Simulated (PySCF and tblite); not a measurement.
Values are calculated unless marked as measured or tabulated.
System: C5H8Sn, numbered as in [SnH3:1][CH:2]1[CH:3]=[CH:4][CH:5]=[CH:6]1.

For the shift of H on C2 from C2 to C6: electronic barrier 30.70 kcal/mol, zero-point change -2.10 kcal/mol, thermal and entropy terms at 298.15 K a further 0.03 kcal/mol (symmetry numbers apart). The minimum is Cs, the saddle C1. Geometries: B3LYP-D3(BJ)/def2-SVP; energies: PBE0/pcSseg-1 (def2-TZVP on Sn) + D3(BJ); zero-point and thermal terms from GFN2-xTB harmonic modes (soft modes blended into free rotors). Rate constants are transition-state-theory values, counting equivalent paths, without tunnelling. Programs: tblite and PySCF.

(1) How many equivalent paths lead out of the minimum?

(2) Work out the rate at 298.15 K.

Tunnelling of the moving H, left out here, will speed the real process. Spin–orbit effects of heavy atoms on shieldings are missing.

Results:

(1) 2: the symmetry number of the minimum is 1, that of the saddle displaced along its mode 1, and the displaced saddle is chiral while the minimum is not, which doubles the count.

(2) ΔG‡ = 28.63 kcal/mol; k_B T/h = 6.2×10¹² s⁻¹; exp(−ΔG‡/RT) = 1×10⁻²¹; times 2 gives k = 1.3×10⁻⁸ s⁻¹.
